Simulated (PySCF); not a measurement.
C$_{3}$H$_{11}$GaN$_{2}$, singlet, geometry from GFN2-xTB (such geometries of metal compounds can be far from the true shape); CASSCF(2,3)/STO-3G run with PySCF.

The PySCF input:
```python
from pyscf import gto, scf, mcscf
import numpy

mol = gto.Mole()
mol.atom = '''
    Ga   -0.404077   -0.105236   -0.418087
    C    -1.014431   -2.001832   -0.774442
    H    -0.224023   -2.593613   -1.239505
    H    -1.871197   -1.976487   -1.449979
    H    -1.312832   -2.500939    0.149094
    N    -1.177551    1.313725   -1.273452
    H    -1.792788    1.175157   -2.065356
    H    -0.831629    2.264265   -1.292543
    N     0.865436    0.275863    0.871417
    C     1.551013   -0.763657    1.611927
    C     1.330256    1.603043    1.216776
    H     2.633117   -0.745170    1.422319
    H     1.397984   -0.647709    2.693427
    H     1.161996   -1.739049    1.308535
    H     1.177667    1.809512    2.284687
    H     2.400978    1.723215    1.000099
    H     0.770901    2.340681    0.638582
'''
mol.basis = 'sto-3g'
mol.charge = 0
mol.spin = 0
mol.verbose = 4
mol.build()

mf = scf.RHF(mol)
mf.kernel()
mc = mcscf.CASSCF(mf, 3, 2)
mc.fix_spin_(ss=0.0)
mc.kernel()
occ = numpy.linalg.eigvalsh(mc.fcisolver.make_rdm1(mc.ci, mc.ncas, mc.nelecas))[::-1]
ss = mc.fcisolver.spin_square(mc.ci, mc.ncas, mc.nelecas)[0]
print('natural occupations', occ.round(4), ' <S^2>', round(ss, 4))
```

It wrote (shortened):

```
PySCF version 2.14.0

[INPUT] verbose = 4
[INPUT] num. atoms = 17
[INPUT] num. electrons = 74
[INPUT] charge = 0
[INPUT] spin (= nelec alpha-beta = 2S) = 0
[INPUT] symmetry False subgroup None
[INPUT] Mole.unit = angstrom
[INPUT] Symbol           X                Y                Z      unit          X                Y                Z       unit  Magmom
[...]
nuclear repulsion = 468.089740933958
number of shells = 34
number of NR pGTOs = 162
number of NR cGTOs = 54
basis = sto-3g
ecp = {}

******** <class 'pyscf.scf.hf.RHF'> ********
method = RHF
initial guess = minao
damping factor = 0
level_shift factor = 0
DIIS = <class 'pyscf.scf.diis.CDIIS'>
diis_start_cycle = 1
diis_space = 8
diis_damp = 0
SCF conv_tol = 1e-09
SCF conv_tol_grad = None
SCF max_cycles = 50
direct_scf = True
direct_scf_tol = 1e-13
Set gradient conv threshold to 3.16228e-05
Initial guess from minao.
init E= -2125.19398464729
[...]
cycle= 1 E= -2126.83459404048  delta_E= -1.64  |g|= 0.65  |ddm|= 4.78
[...]
cycle= 2 E= -2127.0298560713  delta_E= -0.195  |g|= 0.138  |ddm|=  1.4
[...]
cycle= 3 E= -2127.03664710781  delta_E= -0.00679  |g|= 0.04  |ddm|= 0.23
[...]
cycle= 4 E= -2127.03738653861  delta_E= -0.000739  |g|= 0.0108  |ddm|= 0.0789
[...]
cycle= 5 E= -2127.03747966765  delta_E= -9.31e-05  |g|= 0.00383  |ddm|= 0.0314
[...]
cycle= 6 E= -2127.03749582714  delta_E= -1.62e-05  |g|= 0.00174  |ddm|= 0.0136
[...]
cycle= 7 E= -2127.03750109389  delta_E= -5.27e-06  |g|= 0.000816  |ddm|= 0.0093
[...]
cycle= 8 E= -2127.03750252238  delta_E= -1.43e-06  |g|= 0.000391  |ddm|= 0.00521
[...]
cycle= 9 E= -2127.03750289388  delta_E= -3.71e-07  |g|= 0.000165  |ddm|= 0.00282
[...]
cycle= 10 E= -2127.03750296693  delta_E= -7.31e-08  |g|= 7.57e-05  |ddm|= 0.00123
[...]
cycle= 11 E= -2127.03750298195  delta_E= -1.5e-08  |g|= 3.4e-05  |ddm|= 0.00055
[...]
cycle= 12 E= -2127.03750298496  delta_E= -3e-09  |g|= 1.19e-05  |ddm|= 0.000284
[...]
cycle= 13 E= -2127.03750298524  delta_E= -2.81e-10  |g|= 3.7e-06  |ddm|= 8.81e-05
[...]
Extra cycle  E= -2127.03750298525  delta_E= -1e-11  |g|= 2.27e-06  |ddm|= 1.09e-05
converged SCF energy = -2127.03750298525

******** <class 'pyscf.mcscf.mc1step.CASSCF'> ********
CAS (1e+1e, 3o), ncore = 36, nvir = 15
max_cycle_macro = 50
max_cycle_micro = 4
conv_tol = 1e-07
conv_tol_grad = None
orbital rotation max_stepsize = 0.02
orbital rotation threshold for CI restart = 0.01
augmented hessian ah_max_cycle = 30
augmented hessian ah_conv_tol = 1e-12
augmented hessian ah_linear dependence = 1e-14
augmented hessian ah_level shift = 1e-08
augmented hessian ah_start_tol = 2.5
augmented hessian ah_start_cycle = 3
augmented hessian ah_grad_trust_region = 3
kf_trust_region = 3
kf_interval = 4
ci_response_space = 4
ci_grad_trust_region = 3
with_dep4 0
natorb = False
canonicalization = True
sorting_mo_energy = False
ao2mo_level = 2
internal_rotation = False
******** <class 'pyscf.fci.addons.SpinPenaltyFCISolver'> ********
max. cycles = 50
conv_tol = 1e-08
davidson only = True
linear dependence = 1e-12
level shift = 0.001
max iter space = 12
nroots = 1
pspace_size = 400
spin = None
CASCI E = -2127.03987209692  S^2 = 0.0000000
Set conv_tol_grad to 0.000316228
macro iter   1 ( 21 JK    4 micro), CASSCF E = -2127.04170346360  dE = -1.83136667e-03  S^2 = 0.0000000
               |grad[o]|=0.0116  |grad[c]|=0.0185  |ddm|=0.0431  |maxRot[o]|=0.207
macro iter   2 ( 21 JK    4 micro), CASSCF E = -2127.04285244147  dE = -1.14897788e-03  S^2 = 0.0000000
               |grad[o]|=0.00943  |grad[c]|=0.0141  |ddm|=0.0237  |maxRot[o]|=0.144
macro iter   3 ( 21 JK    4 micro), CASSCF E = -2127.04416398618  dE = -1.31154471e-03  S^2 = 0.0000000
               |grad[o]|=0.00668  |grad[c]|=0.0463  |ddm|=0.0258  |maxRot[o]|=0.234
macro iter   4 ( 12 JK    3 micro), CASSCF E = -2127.04617598811  dE = -2.01200193e-03  S^2 = 0.0000000
               |grad[o]|=0.00803  |grad[c]|=0.0467  |ddm|=0.0221  |maxRot[o]|=0.134
macro iter   5 ( 12 JK    3 micro), CASSCF E = -2127.04769078954  dE = -1.51480144e-03  S^2 = 0.0000000
               |grad[o]|=0.00868  |grad[c]|=0.0369  |ddm|=0.0173  |maxRot[o]|=0.122
macro iter   6 ( 21 JK    4 micro), CASSCF E = -2127.04715807841  dE =  5.32711136e-04  S^2 = 0.0000000
               |grad[o]|=0.00842  |grad[c]|=0.00882  |ddm|=0.015  |maxRot[o]|=0.149
macro iter   7 ( 21 JK    4 micro), CASSCF E = -2127.04797500100  dE = -8.16922589e-04  S^2 = 0.0000000
               |grad[o]|=0.0114  |grad[c]|=0.00867  |ddm|=0.00421  |maxRot[o]|=0.0956
macro iter   8 ( 21 JK    4 micro), CASSCF E = -2127.04807803771  dE = -1.03036718e-04  S^2 = 0.0000000
               |grad[o]|=0.00628  |grad[c]|=0.00642  |ddm|=0.00553  |maxRot[o]|=0.0415
macro iter   9 (  7 JK    2 micro), CASSCF E = -2127.04855574795  dE = -4.77710238e-04  S^2 = 0.0000000
               |grad[o]|=0.00447  |grad[c]|=0.00623  |ddm|=0.0106  |maxRot[o]|=0.0504
macro iter  10 (  5 JK    2 micro), CASSCF E = -2127.04868007477  dE = -1.24326814e-04  S^2 = 0.0000000
               |grad[o]|=0.00247  |grad[c]|=0.00186  |ddm|=0.0054  |maxRot[o]|=0.0258
macro iter  11 ( 13 JK    4 micro), CASSCF E = -2127.04812910077  dE =  5.50973997e-04  S^2 = 0.0000000
               |grad[o]|=0.00257  |grad[c]|=0.005  |ddm|=0.012  |maxRot[o]|=0.0994
macro iter  12 ( 21 JK    4 micro), CASSCF E = -2127.04827093651  dE = -1.41835745e-04  S^2 = 0.0000000
               |grad[o]|=0.00601  |grad[c]|=0.00277  |ddm|=0.00409  |maxRot[o]|=0.0351
macro iter  13 ( 21 JK    4 micro), CASSCF E = -2127.04819133678  dE =  7.95997380e-05  S^2 = 0.0000000
               |grad[o]|=0.00305  |grad[c]|=0.00307  |ddm|=0.00674  |maxRot[o]|=0.0279
macro iter  14 ( 21 JK    4 micro), CASSCF E = -2127.04835164776  dE = -1.60310979e-04  S^2 = 0.0000000
               |grad[o]|=0.00341  |grad[c]|=0.000406  |ddm|=0.00331  |maxRot[o]|=0.0389
macro iter  15 ( 21 JK    4 micro), CASSCF E = -2127.04848894971  dE = -1.37301955e-04  S^2 = 0.0000000
[...]
               |grad[o]|=0.00499  |grad[c]|=0.00198  |ddm|=0.000929  |maxRot[o]|=0.0466
macro iter  22 ( 21 JK    4 micro), CASSCF E = -2127.04932434414  dE =  9.83431164e-07  S^2 = 0.0000000
               |grad[o]|=0.00176  |grad[c]|=0.00376  |ddm|=0.00545  |maxRot[o]|=0.0044
macro iter  23 ( 23 JK    4 micro), CASSCF E = -2127.04942546021  dE = -1.01116077e-04  S^2 = 0.0000000
               |grad[o]|=0.00172  |grad[c]|=0.00126  |ddm|=0.00208  |maxRot[o]|=0.0259
macro iter  24 ( 21 JK    4 micro), CASSCF E = -2127.04942585047  dE = -3.90256446e-07  S^2 = 0.0000000
               |grad[o]|=0.00143  |grad[c]|=0.00272  |ddm|=0.00414  |maxRot[o]|=0.00212
macro iter  25 (  7 JK    2 micro), CASSCF E = -2127.04953381880  dE = -1.07968328e-04  S^2 = 0.0000000
               |grad[o]|=0.00133  |grad[c]|=0.000609  |ddm|=0.00424  |maxRot[o]|=0.0444
macro iter  26 ( 15 JK    4 micro), CASSCF E = -2127.04925069425  dE =  2.83124546e-04  S^2 = 0.0000000
               |grad[o]|=0.00187  |grad[c]|=0.00621  |ddm|=0.0114  |maxRot[o]|=0.0874
macro iter  27 ( 21 JK    4 micro), CASSCF E = -2127.04941384014  dE = -1.63145886e-04  S^2 = 0.0000000
               |grad[o]|=0.00366  |grad[c]|=0.00157  |ddm|=0.00116  |maxRot[o]|=0.0382
macro iter  28 ( 21 JK    4 micro), CASSCF E = -2127.04941317285  dE =  6.67287622e-07  S^2 = 0.0000000
               |grad[o]|=0.00137  |grad[c]|=0.00323  |ddm|=0.0044  |maxRot[o]|=0.0023
macro iter  29 ( 25 JK    4 micro), CASSCF E = -2127.04949675893  dE = -8.35860765e-05  S^2 = 0.0000000
               |grad[o]|=0.00141  |grad[c]|=0.00114  |ddm|=0.00193  |maxRot[o]|=0.0293
macro iter  30 ( 21 JK    4 micro), CASSCF E = -2127.04949837061  dE = -1.61168282e-06  S^2 = 0.0000000
               |grad[o]|=0.00115  |grad[c]|=0.00253  |ddm|=0.00365  |maxRot[o]|=0.00296
macro iter  31 (  6 JK    2 micro), CASSCF E = -2127.04955250719  dE = -5.41365798e-05  S^2 = 0.0000000
               |grad[o]|=0.000955  |grad[c]|=0.000488  |ddm|=0.00282  |maxRot[o]|=0.0309
macro iter  32 ( 15 JK    4 micro), CASSCF E = -2127.04929109002  dE =  2.61417173e-04  S^2 = 0.0000000
               |grad[o]|=0.00121  |grad[c]|=0.00608  |ddm|=0.0122  |maxRot[o]|=0.0914
macro iter  33 ( 21 JK    4 micro), CASSCF E = -2127.04943651405  dE = -1.45424035e-04  S^2 = 0.0000000
               |grad[o]|=0.0039  |grad[c]|=0.00156  |ddm|=0.000652  |maxRot[o]|=0.0377
macro iter  34 (  7 JK    2 micro), CASSCF E = -2127.04951834052  dE = -8.18264680e-05  S^2 = 0.0000000
               |grad[o]|=0.00125  |grad[c]|=0.000465  |ddm|=0.00344  |maxRot[o]|=0.034
macro iter  35 ( 13 JK    4 micro), CASSCF E = -2127.04938389896  dE =  1.34441559e-04  S^2 = 0.0000000
               |grad[o]|=0.00164  |grad[c]|=0.00313  |ddm|=0.0063  |maxRot[o]|=0.0484
macro iter  36 ( 12 JK    3 micro), CASSCF E = -2127.04948519864  dE = -1.01299682e-04  S^2 = 0.0000000
               |grad[o]|=0.00214  |grad[c]|=0.000283  |ddm|=0.00296  |maxRot[o]|=0.0314
macro iter  37 (  7 JK    2 micro), CASSCF E = -2127.04954580447  dE = -6.06058275e-05  S^2 = 0.0000000
               |grad[o]|=0.00109  |grad[c]|=0.000397  |ddm|=0.00332  |maxRot[o]|=0.032
macro iter  38 ( 14 JK    4 micro), CASSCF E = -2127.04939980377  dE =  1.46000698e-04  S^2 = 0.0000000
               |grad[o]|=0.00162  |grad[c]|=0.00402  |ddm|=0.00744  |maxRot[o]|=0.0608
macro iter  39 ( 21 JK    4 micro), CASSCF E = -2127.04949295779  dE = -9.31540153e-05  S^2 = 0.0000000
               |grad[o]|=0.00239  |grad[c]|=0.0013  |ddm|=0.00103  |maxRot[o]|=0.0325
macro iter  40 (  7 JK    2 micro), CASSCF E = -2127.04954881914  dE = -5.58613551e-05  S^2 = 0.0000000
               |grad[o]|=0.000999  |grad[c]|=0.000407  |ddm|=0.00312  |maxRot[o]|=0.0315
macro iter  41 ( 13 JK    4 micro), CASSCF E = -2127.04945121044  dE =  9.76086972e-05  S^2 = 0.0000000
               |grad[o]|=0.00149  |grad[c]|=0.00285  |ddm|=0.00548  |maxRot[o]|=0.0469
macro iter  42 ( 20 JK    4 micro), CASSCF E = -2127.04952437782  dE = -7.31673804e-05  S^2 = 0.0000000
               |grad[o]|=0.00195  |grad[c]|=0.0012  |ddm|=0.000822  |maxRot[o]|=0.0282
macro iter  43 (  7 JK    2 micro), CASSCF E = -2127.04956490683  dE = -4.05290011e-05  S^2 = 0.0000000
               |grad[o]|=0.000885  |grad[c]|=0.000362  |ddm|=0.00301  |maxRot[o]|=0.0314
macro iter  44 ( 13 JK    4 micro), CASSCF E = -2127.04954155999  dE =  2.33468309e-05  S^2 = 0.0000000
               |grad[o]|=0.00139  |grad[c]|=0.00164  |ddm|=0.00317  |maxRot[o]|=0.0198
macro iter  45 ( 20 JK    4 micro), CASSCF E = -2127.04954846182  dE = -6.90182105e-06  S^2 = 0.0000000
               |grad[o]|=0.00125  |grad[c]|=0.00118  |ddm|=0.0011  |maxRot[o]|=0.00402
macro iter  46 ( 18 JK    4 micro), CASSCF E = -2127.04953396973  dE =  1.44920855e-05  S^2 = 0.0000000
               |grad[o]|=0.0007  |grad[c]|=0.00194  |ddm|=0.000996  |maxRot[o]|=0.00897
macro iter  47 ( 10 JK    2 micro), CASSCF E = -2127.04955707049  dE = -2.31007548e-05  S^2 = 0.0000000
               |grad[o]|=0.00104  |grad[c]|=0.000181  |ddm|=0.0012  |maxRot[o]|=0.0159
macro iter  48 (  7 JK    2 micro), CASSCF E = -2127.04957562136  dE = -1.85508793e-05  S^2 = 0.0000000
               |grad[o]|=0.000481  |grad[c]|=0.000209  |ddm|=0.00207  |maxRot[o]|=0.0244
macro iter  49 ( 12 JK    4 micro), CASSCF E = -2127.04957579144  dE = -1.70077783e-07  S^2 = 0.0000000
               |grad[o]|=0.000853  |grad[c]|=0.000805  |ddm|=0.00189  |maxRot[o]|=0.00485
macro iter  50 (  3 JK    1 micro), CASSCF E = -2127.04957916330  dE = -3.37185429e-06  S^2 = 0.0000000
               |grad[o]|=0.000328  |grad[c]|=0.000814  |ddm|=0.000733  |maxRot[o]|=0.0119
1-step CASSCF not converged,  50 macro (785 JK 172 micro) steps
CASSCF canonicalization
Density matrix diagonal elements [1.98094721 0.00333918 0.01571361]
CASSCF energy = -2127.04957916330
CASCI E = -2127.04957916330  E(CI) = -1.58734793243184  S^2 = 0.0000000
natural occupations [1.9811e+00 1.7900e-02 1.0000e-03]  <S^2> 0.0
```

Convergence was not reached.
